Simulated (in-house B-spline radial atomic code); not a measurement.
Radial electron density of Ar III (Ar2+), [Ne] 3s1 3p5. Level of theory: non-relativistic LDA VWN5, spherical fractional occupations, point nucleus, inside a hard spherical wall at 2.56 bohr; calculated with an all-electron radial atomic-structure program (B-spline basis).

Columns: r (bohr), 4πr²n(r) (electrons per bohr), bar.

```
 0.00352   0.5222 #
 0.00415   0.7096 #
 0.00489   0.9593 ##
 0.00577    1.294 ###
  0.0068    1.732 ####
 0.00802    2.306 #####
 0.00946    3.047 ######
  0.0112    4.012 ########
  0.0131    5.127 ###########
  0.0155    6.586 ##############
  0.0183    8.306 #################
  0.0216    10.28 ######################
  0.0254    12.42 ##########################
    0.03    14.72 ###############################
  0.0353    16.89 ###################################
  0.0417    18.83 #######################################
  0.0491    20.19 ##########################################
  0.0579    20.79 ############################################
  0.0683    20.47 ###########################################
  0.0805    19.29 ########################################
  0.0949    17.58 #####################################
   0.112    15.86 #################################
   0.132    14.83 ###############################
   0.156    14.98 ###############################
   0.183    16.34 ##################################
   0.216    18.51 #######################################
   0.255    20.44 ###########################################
   0.301    20.99 ############################################
   0.355    19.44 #########################################
   0.418    16.01 ##################################
   0.493    11.61 ########################
   0.581    7.701 ################
   0.685    5.359 ###########
   0.808     4.81 ##########
   0.953    5.361 ###########
    1.12    5.893 ############
    1.32    5.597 ############
    1.56    4.249 #########
    1.84    2.356 #####
    2.17   0.6938 #
    2.53 0.004038
```

On this grid the curve has 3 maxima, near 0.0579, 0.301, 1.12 bohr.

The 3s radial function P(r) = rR(r), positive near the nucleus:

| r (bohr) | P |
| --- | --- |
| 0.00111 | 0.01701 |
| 0.00154 | 0.02342 |
| 0.00215 | 0.03234 |
| 0.00299 | 0.04429 |
| 0.00415 | 0.06019 |
| 0.00577 | 0.08123 |
| 0.00802 | 0.1083 |
| 0.0112 | 0.1425 |
| 0.0155 | 0.1817 |
| 0.0216 | 0.2247 |
| 0.03 | 0.2629 |
| 0.0417 | 0.2833 |
| 0.0579 | 0.2646 |
| 0.0805 | 0.1812 |
| 0.112 | 0.01477 |
| 0.156 | -0.2201 |
| 0.216 | -0.4412 |
| 0.301 | -0.5157 |
| 0.418 | -0.304 |
| 0.581 | 0.1921 |
| 0.808 | 0.7461 |
| 1.12 | 1.011 |
| 1.56 | 0.8159 |
| 2.17 | 0.3043 |
